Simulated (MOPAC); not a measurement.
MOPAC input (PM7):

```
PM7 FORCE THERMO(298,298) PRECISE LET GEO-OK AUX(PRECISION=9) THREADS=1
C2H4O

C     1.12147980 1   -0.37445572 1   -0.00372583 1
C    -0.12442352 1    0.27852508 1   -0.53392046 1
O    -1.15103869 1    0.28474702 1    0.22835575 1
H     1.42757472 1   -1.17800725 1   -0.68772427 1
H     1.94208779 1    0.35616410 1   -0.00730082 1
H     1.05110618 1   -0.79615835 1    1.00030874 1
H    -1.18150512 1   -0.10536002 1    1.13098758 1
```

Output:

```
 *******************************************************************************
 **                                                                           **
 **                              MOPAC v23.2.5                                **
 **                                                                           **
 *******************************************************************************
 ** MOPAC's Digital Object Identifier: https://doi.org/10.5281/zenodo.6511958 **
 **                                                                           **
 ** Please cite the open-source release paper for use of this MOPAC version:  **
 ** J. E. Moussa and J. J. P. Stewart (2026)                                  **
 ** MOPAC: An open-source semiempirical molecular orbital program             **
 ** J. Open Source Softw., 11(119), 8025, https://doi.org/10.21105/joss.08025 **
 *******************************************************************************

                              PM7 CALCULATION RESULTS

 *******************************************************************************
 *  PM7        - The PM7 Hamiltonian to be used
 *  GEO-OK     - OVERRIDE INTERATOMIC DISTANCE AND OTHER SAFETY CHECKS
 *  LET        - OVERRIDE SOME SAFETY CHECKS
 *  PRECISE    - TIGHTER CRITERIA TO BE USED
 *  FORCE      - FORCE CALCULATION SPECIFIED
 *  AUX        - OUTPUT AUXILIARY INFORMATION
 *  THERMO     - THERMODYNAMIC QUANTITIES TO BE CALCULATED
 *******************************************************************************
PM7 FORCE THERMO(298,298) PRECISE LET GEO-OK AUX(PRECISION=9) THREADS=1
 C2H4O

   ATOM   CHEMICAL          X               Y               Z
  NUMBER   SYMBOL      (ANGSTROMS)     (ANGSTROMS)     (ANGSTROMS)

     1       C          1.12147980  *  -0.37445572  *  -0.00372583  *
     2       C         -0.12442352  *   0.27852508  *  -0.53392046  *
     3       O         -1.15103869  *   0.28474702  *   0.22835575  *
     4       H          1.42757472  *  -1.17800725  *  -0.68772427  *
     5       H          1.94208779  *   0.35616410  *  -0.00730082  *
     6       H          1.05110618  *  -0.79615835  *   1.00030874  *
     7       H         -1.18150512  *  -0.10536002  *   1.13098758  *

          CARTESIAN COORDINATES

    NO.       ATOM           X           Y           Z

     1         C          1.1215     -0.3745     -0.0037
     2         C         -0.1244      0.2785     -0.5339
     3         O         -1.1510      0.2847      0.2284
     4         H          1.4276     -1.1780     -0.6877
     5         H          1.9421      0.3562     -0.0073
     6         H          1.0511     -0.7962      1.0003
     7         H         -1.1815     -0.1054      1.1310

 General Reference for PM7:
 "Optimization of Parameters for Semiempirical Methods VI: More Modifications to the
 NDDO Approximations and Re-optimization of Parameters", J. J. P. Stewart, J. Mol. Mod., 1:32, 19 (2013)
 https://link.springer.com/article/10.1007/s00894-012-1667-x

           Empirical Formula: C2 H4 O  =     7 atoms

      MOLECULAR POINT GROUP   :   Cs

      RHF CALCULATION, NO. OF DOUBLY OCCUPIED LEVELS = 9
[...]
 REDUCED MASS        0.6509         C 1 -- C 2         +10.3% ( 33.1%)     97.9%
 EFFECTIVE MASS      2.6699
 FORCE CONSTANT      0.7114

 VIBRATION         11    7A'         ATOM PAIR     ENERGY CONTRIBUTION    RADIAL
 FREQUENCY          1422.49         C 2 -- O 3         +58.5% ( 92.2%)    100.0%
 TRANSITION DIPOLE   3.0842         C 1 -- C 2         +28.7% ( 64.6%)     37.5%
 TRAVEL (Ang.)       0.0906         O 3 -- H 7         +10.6% ( 39.3%)     84.0%
 REDUCED MASS        5.7745         C 1 -- H 4          +0.9% ( 11.4%)     48.2%
 EFFECTIVE MASS     11.9001
 FORCE CONSTANT      6.8844

 VIBRATION         12    5A"         ATOM PAIR     ENERGY CONTRIBUTION    RADIAL
 FREQUENCY          2672.28         C 1 -- H 4         +49.2% ( 72.3%)     97.8%
 TRANSITION DIPOLE   0.8442         C 1 -- H 5         +49.2% ( 72.3%)     97.8%
 TRAVEL (Ang.)       0.2251         C 1 -- C 2          +0.8% (  9.2%)      0.0%
 REDUCED MASS        0.4979         C 1 -- H 6          +0.7% (  8.8%)      0.0%
 EFFECTIVE MASS      1.4353
 FORCE CONSTANT      2.0950

 VIBRATION         13    8A'         ATOM PAIR     ENERGY CONTRIBUTION    RADIAL
 FREQUENCY          2681.03         C 1 -- H 6         +66.9% ( 84.3%)     99.5%
 TRANSITION DIPOLE   0.6620         C 1 -- H 4         +16.1% ( 41.3%)     85.8%
 TRAVEL (Ang.)       0.2203         C 1 -- H 5         +16.1% ( 41.3%)     85.8%
 REDUCED MASS        0.5184         C 1 -- C 2          +0.9% ( 10.0%)      1.3%
 EFFECTIVE MASS      1.4641
 FORCE CONSTANT      2.1952

 VIBRATION         14    9A'         ATOM PAIR     ENERGY CONTRIBUTION    RADIAL
 FREQUENCY          2723.59         O 3 -- H 7         +99.6% ( 99.4%)     98.9%
 TRANSITION DIPOLE   0.6470         C 2 -- O 3          +0.2% (  4.7%)     18.4%
 TRAVEL (Ang.)       0.1620
 REDUCED MASS        0.9438
 EFFECTIVE MASS      1.2818
 FORCE CONSTANT      4.1251

 VIBRATION         15   10A'         ATOM PAIR     ENERGY CONTRIBUTION    RADIAL
 FREQUENCY          2780.13         C 1 -- H 4         +34.2% ( 56.0%)     96.1%
 TRANSITION DIPOLE   0.6576         C 1 -- H 5         +34.2% ( 56.0%)     96.1%
 TRAVEL (Ang.)       0.2727         C 1 -- H 6         +31.4% ( 53.7%)     95.6%
 REDUCED MASS        0.3262         C 1 -- C 2          +0.2% (  4.4%)     97.4%
 EFFECTIVE MASS      1.1270
 FORCE CONSTANT      1.4852

      SYMMETRY NUMBER FOR POINT-GROUP Cs  =  1

          SYSTEM IS A GROUND STATE

 C2H4O

          MOLECULE IS NOT LINEAR

          THERE ARE 15 GENUINE VIBRATIONS IN THIS SYSTEM
          THIS THERMODYNAMICS CALCULATION IS LIMITED TO
          MOLECULES WHICH HAVE NO INTERNAL ROTATIONS

                    CALCULATED THERMODYNAMIC PROPERTIES
                                          *
   TEMP. (K)   PARTITION FUNCTION   H.O.F.    ENTHALPY  HEAT CAPACITY ENTROPY
                                   KCAL/MOL   CAL/MOLE    CAL/K/MOL  CAL/K/MOL

 298.00  VIB.     0.3169D+01                   824.7443     6.2824     5.0595
         ROT.     0.1213D+05                   888.2803     2.9808    21.6676
         INT.     0.3844D+05                  1713.0246     9.2632    26.7271
         TRA.     0.2827D+27                  1480.4672     4.9680    37.2722
         TOT.                       -8.982    3193.4918    14.2312    63.9993

   *: NOTE: HEATS OF FORMATION ARE RELATIVE TO THE
            ELEMENTS IN THEIR STANDARD STATE AT 298K
              (=  Standard Enthalpy of Formation).

            Hvib:  Zero-point energy is not included.
                   frequencies of less than zero cm-1 are not included.
            Hrot = (3/2)RT
            Htra = (3/2)RT + pV = (5/2)RT

            Heat capacity is Cp, not Cv

          For more information, see: HTTP://OpenMOPAC.net/Manual/thermochemistry.html

           FORCE CONSTANT IN CARTESIAN COORDINATES (Millidynes/A)

    ATOM   CHEMICAL       X               Y               Z
   NUMBER   SYMBOL  FORCE CONSTANT  FORCE CONSTANT  FORCE CONSTANT

      1       C        6.688879        6.371352        5.675960
      2       C        6.246268        7.347242        0.860058
      3       O        3.924961        8.031218        0.685710
      4       H        1.091704        1.408391        2.766743
      5       H        1.091701        1.408404        2.766733
      6       H        1.414782        3.385811        0.545773
      7       H        1.039257        3.752338        0.224044

 **********************
 *                    *
 * JOB ENDED NORMALLY *
 *                    *
 **********************

 == MOPAC DONE ==
```
